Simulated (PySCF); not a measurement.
# Rotational lines of RbCa⁺

Lines J+1 ← J of the vibrational ground state, computed from RHF-CCSD(T) constants of RbCa⁺, ¹Σ⁺ (singlet), closed shell (Rb def2-SVP with ECP28, Ca def2-SVP; scalar-relativistic core potentials (PySCF 2.14); masses 84.9118 and 39.9626 u), in MHz:

```tsv
J	ν (MHz)
2	5842.3
3	7789.6
4	9736.8
5	11684.0
6	13631.0
```

Find B0 and the effective bond length r0; with αe = 0.000194 cm⁻¹, find Re.

ν = 2B0(J+1) − 4D(J+1)³ gives B0 = 0.032480 cm⁻¹. With the reduced mass μred = 27.174 u, r0 = √(16.8576/(μred·B0)) (u, cm⁻¹, Å) = 4.3703 Å. Be = B0 + αe/2 = 0.032577 cm⁻¹ gives Re = 4.364 Å.

Correlated steps freeze 5 core orbitals. Correlated levels converge slowly with the basis: in double zeta they bind strong bonds too weakly, by up to about 1 eV, and carry superposition errors of some tenths. For an ion De counts to the pair picked by the measured ionisation energies or electron affinities, which need not be the lowest pair at this level.
